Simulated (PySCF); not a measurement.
Cl2Sb (SMILES [Cl][Sb][Cl]), doublet, geometry from GFN2-xTB (the spin is typed, not shown lowest) (core potentials on Sb), with bond 3-1 at 1.3 times its length; PBE0/def2-SVP (PySCF).

PySCF was given this input:
```python
from pyscf import gto, scf, dft

mol = gto.M(
    atom='''
Sb    0.405002   -0.023054    0.496897
Cl    0.725548    0.355362   -1.816982
Cl   -2.644220   -0.365143    0.275111
''',
    basis='def2-svp',
    ecp={'Sb': 'def2-svp'},
    charge=0,
    spin=1,
    verbose=4,
)

mf = dft.UKS(mol)
mf.xc = 'pbe0'
mf.conv_tol = 1e-7
mf.kernel()
```

### Question
Write the output that PySCF gives for this input, abridged.

### Answer

```
PySCF version 2.14.0

[INPUT] verbose = 4
[INPUT] num. atoms = 3
[INPUT] num. electrons = 57
[INPUT] charge = 0
[INPUT] spin (= nelec alpha-beta = 2S) = 1
[INPUT] symmetry False subgroup None
[INPUT] Mole.unit = angstrom
[INPUT] Symbol           X                Y                Z      unit          X                Y                Z       unit  Magmom
[INPUT]  1 Sb     0.405002000000  -0.023054000000   0.496897000000 AA    0.765342859901  -0.043565746076   0.938999242118 Bohr   0.0
[INPUT]  2 Cl     0.725548000000   0.355362000000  -1.816982000000 AA    1.371087010226   0.671536855078  -3.433598353264 Bohr   0.0
[INPUT]  3 Cl    -2.644220000000  -0.365143000000   0.275111000000 AA   -4.996851613097  -0.690020266302   0.519884443855 Bohr   0.0

nuclear repulsion = 192.628688882277
number of shells = 26
number of NR pGTOs = 133
number of NR cGTOs = 62
basis = def2-svp
ecp = {'Sb': 'def2-svp'}

******** <class 'pyscf.dft.uks.UKS'> ********
method = UKS
initial guess = minao
damping factor = 0
level_shift factor = 0
DIIS = <class 'pyscf.scf.diis.CDIIS'>
diis_start_cycle = 1
diis_space = 8
diis_damp = 0
SCF conv_tol = 1e-07
SCF conv_tol_grad = None
SCF max_cycles = 50
direct_scf = True
direct_scf_tol = 1e-13
number electrons alpha = 29  beta = 28
XC library pyscf.dft.libxc version 7.1.2
    S. Lehtola, C. Steigemann, M. J. T. Oliveira, and M. A. L. Marques,  SoftwareX 7, 1–5 (2018)
XC functionals = pbe0
    C. Adamo and V. Barone,  J. Chem. Phys. 110, 6158 (1999)
    M. Ernzerhof and G. E. Scuseria,  J. Chem. Phys. 110, 5029 (1999)
radial grids:
    Treutler-Ahlrichs [JCP 102, 346 (1995); DOI:10.1063/1.469408] (M4) radial grids

becke partition: Becke, JCP 88, 2547 (1988); DOI:10.1063/1.454033
pruning grids: <function nwchem_prune>
grids dens level: 3
symmetrized grids: False
atomic radii adjust function: <function treutler_atomic_radii_adjust>
small_rho_cutoff = 0
Set gradient conv threshold to 0.000316228
tot grids = 59720
init E= -1134.80086483019

cycle= 1 E= -1154.66245184563  delta_E= -19.9  |g|= 2.33  |ddm|= 7.21
cycle= 2 E= -1023.89524808128  delta_E=  131  |g|= 7.58  |ddm|= 14.6
cycle= 3 E= -1159.48931320457  delta_E= -136  |g|= 0.794  |ddm|= 13.6
cycle= 4 E= -1158.61588708  delta_E= 0.873  |g|= 1.14  |ddm|= 2.54
cycle= 5 E= -1159.95871131756  delta_E= -1.34  |g|= 0.235  |ddm|= 1.87
cycle= 6 E= -1160.00018298848  delta_E= -0.0415  |g|= 0.183  |ddm|= 0.723
cycle= 7 E= -1160.0230272786  delta_E= -0.0228  |g|= 0.0344  |ddm|=  0.3
cycle= 8 E= -1160.02410313433  delta_E= -0.00108  |g|= 0.00972  |ddm|= 0.0598
cycle= 9 E= -1160.02440624078  delta_E= -0.000303  |g|= 0.00635  |ddm|= 0.0637
cycle= 10 E= -1160.02537820494  delta_E= -0.000972  |g|= 0.0108  |ddm|= 0.129
cycle= 11 E= -1160.02430650722  delta_E= 0.00107  |g|= 0.0056  |ddm|= 0.182
cycle= 12 E= -1160.02438331034  delta_E= -7.68e-05  |g|= 0.00443  |ddm|= 0.0371
cycle= 13 E= -1160.024516089  delta_E= -0.000133  |g|= 0.00413  |ddm|= 0.033
cycle= 14 E= -1160.02448967001  delta_E= 2.64e-05  |g|= 0.00342  |ddm|= 0.00834
cycle= 15 E= -1160.02436272624  delta_E= 0.000127  |g|= 0.00408  |ddm|= 0.0318
cycle= 16 E= -1160.02385544001  delta_E= 0.000507  |g|= 0.0121  |ddm|= 0.13
cycle= 17 E= -1160.02354917045  delta_E= 0.000306  |g|= 0.0181  |ddm|= 0.0669
cycle= 18 E= -1160.02296628554  delta_E= 0.000583  |g|= 0.0293  |ddm|= 0.0208
cycle= 19 E= -1160.02301104285  delta_E= -4.48e-05  |g|= 0.0274  |ddm|= 0.101
cycle= 20 E= -1160.02303431209  delta_E= -2.33e-05  |g|= 0.0273  |ddm|= 0.0158
cycle= 21 E= -1160.02285336277  delta_E= 0.000181  |g|= 0.0299  |ddm|= 0.0255
cycle= 22 E= -1160.02343999459  delta_E= -0.000587  |g|= 0.0189  |ddm|= 0.0216
cycle= 23 E= -1160.02376230679  delta_E= -0.000322  |g|= 0.00741  |ddm|= 0.027
cycle= 24 E= -1160.02378175246  delta_E= -1.94e-05  |g|= 0.00437  |ddm|= 0.0328
cycle= 25 E= -1160.02380305655  delta_E= -2.13e-05  |g|= 0.0013  |ddm|= 0.00613
cycle= 26 E= -1160.02383364355  delta_E= -3.06e-05  |g|= 0.000578  |ddm|= 0.0438
cycle= 27 E= -1160.02387368363  delta_E= -4e-05  |g|= 0.00293  |ddm|= 0.0683
cycle= 28 E= -1160.02377811526  delta_E= 9.56e-05  |g|= 0.00428  |ddm|= 0.12
cycle= 29 E= -1160.02348142339  delta_E= 0.000297  |g|= 0.0133  |ddm|= 0.0951
cycle= 30 E= -1160.02356866867  delta_E= -8.72e-05  |g|= 0.0114  |ddm|= 0.0202
cycle= 31 E= -1160.02362327386  delta_E= -5.46e-05  |g|= 0.00993  |ddm|= 0.0132
cycle= 32 E= -1160.02360978405  delta_E= 1.35e-05  |g|= 0.0102  |ddm|= 0.00509
cycle= 33 E= -1160.02362812479  delta_E= -1.83e-05  |g|= 0.00975  |ddm|= 0.00554
cycle= 34 E= -1160.0236312926  delta_E= -3.17e-06  |g|= 0.0094  |ddm|= 0.00287
cycle= 35 E= -1160.02369850455  delta_E= -6.72e-05  |g|= 0.00742  |ddm|= 0.0236
cycle= 36 E= -1160.02382680455  delta_E= -0.000128  |g|= 0.00183  |ddm|= 0.0879
cycle= 37 E= -1160.02385444461  delta_E= -2.76e-05  |g|= 0.00249  |ddm|= 0.0465
cycle= 38 E= -1160.02384167027  delta_E= 1.28e-05  |g|= 0.0022  |ddm|= 0.0208
cycle= 39 E= -1160.02382516832  delta_E= 1.65e-05  |g|= 0.00282  |ddm|= 0.0208
cycle= 40 E= -1160.02381061459  delta_E= 1.46e-05  |g|= 0.00328  |ddm|= 0.0183
cycle= 41 E= -1160.02382154466  delta_E= -1.09e-05  |g|= 0.003  |ddm|= 0.0146
cycle= 42 E= -1160.02381453451  delta_E= 7.01e-06  |g|= 0.00289  |ddm|= 0.0125
cycle= 43 E= -1160.02377162114  delta_E= 4.29e-05  |g|= 0.00476  |ddm|= 0.039
cycle= 44 E= -1160.02378653801  delta_E= -1.49e-05  |g|= 0.00428  |ddm|= 0.0136
cycle= 45 E= -1160.02385166797  delta_E= -6.51e-05  |g|= 0.00348  |ddm|= 0.0881
cycle= 46 E= -1160.0238118697  delta_E= 3.98e-05  |g|= 0.00348  |ddm|= 0.0607
cycle= 47 E= -1160.02378060557  delta_E= 3.13e-05  |g|= 0.00492  |ddm|= 0.0268
cycle= 48 E= -1160.02376224765  delta_E= 1.84e-05  |g|= 0.00578  |ddm|= 0.0114
cycle= 49 E= -1160.02377158328  delta_E= -9.34e-06  |g|= 0.00531  |ddm|= 0.00448
cycle= 50 E= -1160.02374249255  delta_E= 2.91e-05  |g|= 0.00631  |ddm|= 0.0199
SCF not converged.
SCF energy = -1160.02374249255 after 50 cycles  <S^2> = 0.82726939  2S+1 = 2.0758318
```

The run did not converge; its last values are not results.
